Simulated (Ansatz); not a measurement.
```xyz
8

C     0.9050    0.0501    0.5046
V    -0.8322   -0.0494   -0.4587
O    -1.6816   -0.9835    0.4379
F    -1.4781    1.5480   -0.4902
F    -0.5130   -0.7704   -1.9911
H     0.7262    0.4604    1.5002
H     1.3174   -0.9578    0.5800
H     1.5562    0.7026   -0.0827
```

Total charge 0; spin multiplicity 1.

Q: List the PBE/def2-TZVPP orbital energies in eV (Ansatz 0.2.0). (An estimate is asked.)

A: Computed: Occupied: -5326.86, -660.46, -660.46, -596.63, -511.51, -503.53, -503.48, -503.38, -269.32, -69.99, -45.15, -45.05, -44.62, -29.22, -29.01, -23.13, -17.47, -11.76, -11.72, -11.18, -11.13, -10.98, -10.58, -10.56, -10.17, -9.48, -9.21, -8.91, -7.88. Lowest empty: -4.49, -4.00, -2.53, -2.48, -1.60, -0.53, 1.13, 1.73.
